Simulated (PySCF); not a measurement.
Job for PySCF: R-M06-2X/def2-TZVPP on C5H6O (SMILES C=CC(=O)C=C).

```python
from pyscf import gto, dft

mol = gto.M(
    atom='''
    C    -2.06103903   -0.41072451    0.06641205
    C    -1.37645999    0.64204422   -0.37487605
    C     0.09845386    0.75431835   -0.48681999
    O     0.58178140    1.78954401   -0.91171666
    C     0.95503337   -0.39460516   -0.07973909
    C     2.27950973   -0.32732759   -0.16766537
    H    -1.58498307   -1.32299305    0.39916020
    H    -3.14249603   -0.39217323    0.10948370
    H    -1.89469108    1.53757355   -0.69925539
    H     0.47839827   -1.29167569    0.29147372
    H     2.91112779   -1.15541592    0.12520465
    H     2.75536479    0.57143499   -0.53971709
    ''',
    basis='def2-tzvpp',
    charge=0, spin=0, verbose=4, max_memory=1800)
mf = dft.RKS(mol, xc='m062x').density_fit(auxbasis='def2-universal-jkfit')
mf.grids.level = 4
mf.conv_tol = 1e-9
mf.max_cycle = 150
mf.kernel()
mf.dip_moment()
```

The log:

```
PySCF version 2.14.0

[INPUT] verbose = 4
[INPUT] num. atoms = 12
[INPUT] num. electrons = 44
[INPUT] charge = 0
[INPUT] spin (= nelec alpha-beta = 2S) = 0
[INPUT] symmetry False subgroup None
[INPUT] Mole.unit = angstrom
[INPUT] Symbol           X                Y                Z      unit          X                Y                Z       unit  Magmom
[INPUT]  1 C     -2.061039030000  -0.410724510000   0.066412050000 AA   -3.894799298739  -0.776156836546   0.125500585871 Bohr   0.0
[INPUT]  2 C     -1.376459990000   0.642044220000  -0.374876050000 AA   -2.601132402522   1.213287735660  -0.708413065159 Bohr   0.0
[INPUT]  3 C      0.098453860000   0.754318350000  -0.486819990000 AA    0.186050831306   1.425455092234  -0.919956453064 Bohr   0.0
[INPUT]  4 O      0.581781400000   1.789544010000  -0.911716660000 AA    1.099407510366   3.381748066756  -1.722894790603 Bohr   0.0
[INPUT]  5 C      0.955033370000  -0.394605160000  -0.079739090000 AA    1.804751509120  -0.745695679740  -0.150685041522 Bohr   0.0
[INPUT]  6 C      2.279509730000  -0.327327590000  -0.167665370000 AA    4.307649087981  -0.618559498114  -0.316841629874 Bohr   0.0
[INPUT]  7 H     -1.584983070000  -1.322993050000   0.399160200000 AA   -2.995183914372  -2.500094529203   0.754303457827 Bohr   0.0
[INPUT]  8 H     -3.142496030000  -0.392173230000   0.109483700000 AA   -5.938456844233  -0.741099998086   0.206894208104 Bohr   0.0
[INPUT]  9 H     -1.894691080000   1.537573550000  -0.699255390000 AA   -3.580447231856   2.905592905875  -1.321401178226 Bohr   0.0
[INPUT] 10 H      0.478398270000  -1.291675690000   0.291473720000 AA    0.904041708766  -2.440913295859   0.550805503308 Bohr   0.0
[INPUT] 11 H      2.911127790000  -1.155415920000   0.125204650000 AA    5.501234236710  -2.183419648762   0.236602498022 Bohr   0.0
[INPUT] 12 H      2.755364790000   0.571434990000  -0.539717090000 AA    5.206884826370   1.079855629094  -1.019917484847 Bohr   0.0

nuclear repulsion = 205.237452550122
number of shells = 102
number of NR pGTOs = 372
number of NR cGTOs = 270
basis = def2-tzvpp
ecp = {}


******** <class 'pyscf.df.df_jk.DFRKS'> ********
method = DFRKS
initial guess = minao
damping factor = 0
level_shift factor = 0
DIIS = <class 'pyscf.scf.diis.CDIIS'>
diis_start_cycle = 1
diis_space = 8
diis_damp = 0
SCF conv_tol = 1e-09
SCF conv_tol_grad = None
SCF max_cycles = 150
direct_scf = False
XC library pyscf.dft.libxc version 7.1.2
    S. Lehtola, C. Steigemann, M. J. T. Oliveira, and M. A. L. Marques,  SoftwareX 7, 1–5 (2018)
XC functionals = m062x
    Y. Zhao and D. G. Truhlar,  Theor. Chem. Acc. 120, 215 (2008)
    Y. Zhao and D. G. Truhlar,  Theor. Chem. Acc. 120, 215 (2008)
radial grids:
    Treutler-Ahlrichs [JCP 102, 346 (1995); DOI:10.1063/1.469408] (M4) radial grids

becke partition: Becke, JCP 88, 2547 (1988); DOI:10.1063/1.454033
pruning grids: <function nwchem_prune>
grids dens level: 4
symmetrized grids: False
atomic radii adjust function: <function treutler_atomic_radii_adjust>
small_rho_cutoff = 0
Set gradient conv threshold to 3.16228e-05
Initial guess from minao.
tot grids = 265552
******** <class 'pyscf.df.df.DF'> ********
auxbasis = def2-universal-jkfit
init E= -270.205772393129
  HOMO = -0.314798993345603  LUMO = -0.132657679997763  gap/eV = 4.95632
cycle= 1 E= -269.166949524473  delta_E= 1.04  |g|= 0.774  |ddm|= 2.64
  HOMO = -0.168432680650959  LUMO = -0.0238808731949653  gap/eV = 3.93346
cycle= 2 E= -268.964679009283  delta_E= 0.202  |g|= 1.34  |ddm|= 2.46
  HOMO = -0.323247835916586  LUMO = -0.046542761163245  gap/eV = 7.52953
cycle= 3 E= -269.295459790148  delta_E= -0.331  |g|= 0.0856  |ddm|= 1.88
  HOMO = -0.333612288631145  LUMO = -0.0512182758695978  gap/eV = 7.68433
cycle= 4 E= -269.297078682057  delta_E= -0.00162  |g|= 0.0491  |ddm|= 0.108
  HOMO = -0.334469898155169  LUMO = -0.0463895332839783  gap/eV = 7.83907
cycle= 5 E= -269.297659839009  delta_E= -0.000581  |g|= 0.0117  |ddm|= 0.0509
  HOMO = -0.335222426464327  LUMO = -0.0457385215985582  gap/eV = 7.87726
cycle= 6 E= -269.297688697426  delta_E= -2.89e-05  |g|= 0.00603  |ddm|= 0.0183
  HOMO = -0.335578381581757  LUMO = -0.0458076441772661  gap/eV = 7.88506
cycle= 7 E= -269.297698464952  delta_E= -9.77e-06  |g|= 0.00202  |ddm|= 0.00896
  HOMO = -0.336054856929158  LUMO = -0.0459290083438901  gap/eV = 7.89473
cycle= 8 E= -269.297699528076  delta_E= -1.06e-06  |g|= 0.000573  |ddm|= 0.00548
  HOMO = -0.335984419579577  LUMO = -0.0458444251943604  gap/eV = 7.89511
cycle= 9 E= -269.297699610856  delta_E= -8.28e-08  |g|= 0.00017  |ddm|= 0.000603
  HOMO = -0.336022922355352  LUMO = -0.0458496166047517  gap/eV = 7.89602
cycle= 10 E= -269.297699616651  delta_E= -5.79e-09  |g|= 8.61e-05  |ddm|= 0.000354
  HOMO = -0.336023134727262  LUMO = -0.045852635571169  gap/eV = 7.89594
cycle= 11 E= -269.297699618499  delta_E= -1.85e-09  |g|= 1.38e-05  |ddm|= 6.1e-05
  HOMO = -0.336025094794047  LUMO = -0.0458527186825215  gap/eV = 7.89599
cycle= 12 E= -269.297699618548  delta_E= -4.97e-11  |g|= 2.54e-06  |ddm|= 2.9e-05
  HOMO = -0.336024787049515  LUMO = -0.045852741867705  gap/eV = 7.89598
Extra cycle  E= -269.297699618549  delta_E= -7.39e-13  |g|= 2.67e-06  |ddm|= 4.99e-06
converged SCF energy = -269.297699618549
Dipole moment(X, Y, Z, Debye): -0.97597, -2.71471,  1.10064
```

Self-consistency was reached.

Cost: about 90 core-seconds (a rough figure).
